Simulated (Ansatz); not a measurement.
Species: sum formula BHBr2 (charge 0, singlet). SMILES: BrBBr
Coordinates optimised at B3LYP-D3(BJ)/def2-TZVP (Ansatz, an electronic-structure program):
```xyz
4

B     -0.0118     0.8387    -0.0033
Br     1.6610    -0.0653     0.0255
Br    -1.6585    -0.1122    -0.0248
H     -0.0284     2.0185    -0.0080
```
Charge 0, spin multiplicity 1.

Quantity: vertical ionisation energy (to the doublet state of charge +1; each state is the SCF solution reached for its spin), in eV. Correlated levels leave the core frozen unless marked. UHF or UKS for open shells. Spin-orbit coupling is left out. The frozen core is the preceding noble-gas configuration, with the filled d and f shells of earlier blocks. Non-relativistic. CBS marks a two-point X^-3 extrapolation of the correlation energy; Hartree-Fock from the larger set. [CCSD(T)-MP2]/basis is that difference in the basis named.

RI-MP2/CBS(aug-cc-pVTZ,aug-cc-pVQZ)+[CCSD(T)-MP2]/aug-cc-pVTZ (Ansatz) gives 11.16 eV.

Q: Another calculation gave 11.00 eV. Which level was it?
A) wB97M-V/def2-TZVPD (Ansatz)
B) SVWN5/def2-TZVPD (Ansatz)
C) B2PLYP/def2-TZVPD (Ansatz)
D) PBE/def2-TZVPD (Ansatz)

A: A, wB97M-V/def2-TZVPD (Ansatz). The others give 10.84 (B2PLYP), 10.63 (SVWN5), 10.44 (PBE) eV.
